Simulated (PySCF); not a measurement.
C₂H₂BF (SMILES C#CBF), singlet, geometry from GFN2-xTB.

The PySCF input:
```python
from pyscf import gto, scf, dft

mol = gto.M(
    atom='''
B    -0.798247   -0.339006   -0.118374
C     0.633851    0.020676   -0.448895
C     1.773370    0.304217   -0.717696
H     2.768287    0.550122   -0.956002
F    -1.302444    0.013578    1.044866
H    -1.498389   -0.926649   -0.856375
''',
    basis='sto-3g',
    charge=0,
    spin=0,
    verbose=4,
    max_memory=1800,
)

mf = dft.RKS(mol)
mf.xc = 'pbe'
mf = mf.density_fit(auxbasis='def2-universal-jkfit')
mf.kernel()
```

**Question.** Predict the nuclear repulsion energy from DF-PBE/STO-3G (PySCF).

**Answer.** 82.9843 Eh

**Question.** Predict the dipole moment from DF-PBE/STO-3G.

**Answer.** 0.57 D

**Question.** Give the total energy at the level DF-PBE/STO-3G.

**Answer.** -199.139992 Ha

**Question.** Estimate the number of basis functions that DF-PBE/STO-3G returns for this input.

**Answer.** 22

**Question.** What HOMO energy does DF-PBE/STO-3G give?

**Answer.** -4.88 eV

**Question.** What is the computed HOMO-LUMO gap (DF-PBE/STO-3G)?

**Answer.** 5.15 eV
